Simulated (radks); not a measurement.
Pb LIII, 30 electrons, occupied as [Ar] 3d10 4s2.

All-electron calculation, Dirac Kohn-Sham, PBE, spin-unpolarised, spherical densities, point nucleus. Program: a radial shooting solver on a logarithmic mesh with Libxc functionals.

Energy parts (eV):
| part | energy |
|---|---|
| total | -513359.36 |
| kinetic | 605715.51 |
| electron-nucleus | -1202415.22 |
| Hartree | 90931.47 |
| exchange-correlation | -7591.12 |

Orbitals (lengths in bohr, moments of r in powers of bohr):
orbital  occ.  eigenvalue (eV)  <1/r>
1s1/2       2        -90896.40  101.5
2s1/2       2        -18582.16  25.14
2p1/2       2        -17970.54  25.06
2p3/2       4        -15770.07  20.01
3s1/2       2        -6486.489  9.401
3p1/2       2        -6218.471  9.304
3p3/2       4        -5705.299  7.989
3d3/2       4        -5279.386  7.869
3d5/2       6        -5168.293  7.577
4s1/2       2        -3194.931  4.602
4p1/2       0        -3078.774  4.532
4p3/2       0        -2901.846  4.074
5s1/2       0        -1903.431  2.737

The highest occupied level is 4s1/2 at -3194.9 eV. The density falls to 0.001 e/bohr^3 at r = 0.81 bohr.
